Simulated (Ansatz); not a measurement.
Total energies of BrCl$_{2}$FZr (`[F][Zr]([Cl])([Cl])[Br]`).

```xyz
5

F    -1.561    1.194   -0.091
Zr   -0.080    0.044   -0.028
Cl   -0.826   -2.153   -0.015
Cl    1.245    0.411   -1.897
Br    1.222    0.504    2.031
```

Charge 0, multiplicity 1. Correlated methods include outer-core shells of Br, Zr, which these sets cover unevenly. Scalar relativity is left out up to krypton. Zr: def2 effective core potential. The structure was optimised at the PBE0-D4/def2-TZVP level. Basis def2-TZVPP, Ansatz 0.2.0.

RPA on PBE orbitals: Hartree–Fock energy of these orbitals -3637.71488 Eh, correlation -1.89039 Eh (frozen core).

```
             functional  energy without D4 (Eh)  D4 term (kJ/mol)
            LDA (SPW92)             -3634.60042                 –
                    PBE             -3641.02368             -18.3
                 revPBE             -3641.47641             -36.0
                   BLYP             -3641.85287             -36.7
                 B97M-V             -3641.14342                 –
                   PBE0             -3641.15515             -16.1
                  B3LYP             -3641.93551             -29.9
                r2SCANh             -3641.75276              -4.8
                r2SCAN0             -3641.71424              -5.4
HSE06 (plane-wave form)             -3641.13950             -15.6
              CAM-B3LYP             -3641.95399             -17.3
                LC-ωPBE             -3641.20930                 –
                ωB97M-V             -3641.56978                 –
                 B2PLYP             -3641.08932                 –
```

**Question.** Give the same for r2SCAN, BHLYP, ωB97X-V, PBE-QIDH. (Best estimate.)

**Answer.** Computed: 
```csv
functional,energy without D4 (Eh),D4 term (kJ/mol)
r2SCAN,-3641.77980,-4.2
BHLYP,-3641.72577,-30.2
ωB97X-V,-3641.42302,–
PBE-QIDH,-3640.61253,–
```

B3LYP takes the VWN-RPA correlation (the form of Gaussian; ORCA's B3LYP/G). HSE06 is the plane-wave form, built on full-range PBE exchange. The double hybrids freeze the cores in their second-order part.

LC-ωPBE has ω = 0.4 bohr⁻¹.
